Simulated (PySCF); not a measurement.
Precursor series Cd CH3-Br. Isolated molecules, 0 K electronic values unless said otherwise. One relaxed conformer stands for each flexible species; it need not be the lowest.

The LUMO from two functionals at the same geometries (PBE-D3(BJ)/def2-SVP), both in PySCF: PBE-D3(BJ)/def2-TZVP and B3LYP-D3(BJ)/def2-TZVP. B3LYP has the VWN-RPA correlation part, as in Gaussian. 

```tsv
species	PBE-D3(BJ)/def2-TZVP (eV)
0 of 2 CH3 replaced by Br ([Cd(CH3)2])	-0.70
1 of 2 CH3 replaced by Br	-1.83
2 of 2 CH3 replaced by Br	-3.25
```

Question: What does B3LYP-D3(BJ)/def2-TZVP give for each?

Answer: 
- 0 of 2 CH3 replaced by Br ([Cd(CH3)2]): -0.31
- 1 of 2 CH3 replaced by Br: -1.32
- 2 of 2 CH3 replaced by Br: -2.71
Over these rows, drawn at random from the members with no instability flagged (it was tested for open shells, ions and some series alone), PBE minus B3LYP-D3(BJ): mean -0.48 eV, from -0.53 eV to -0.39 eV.
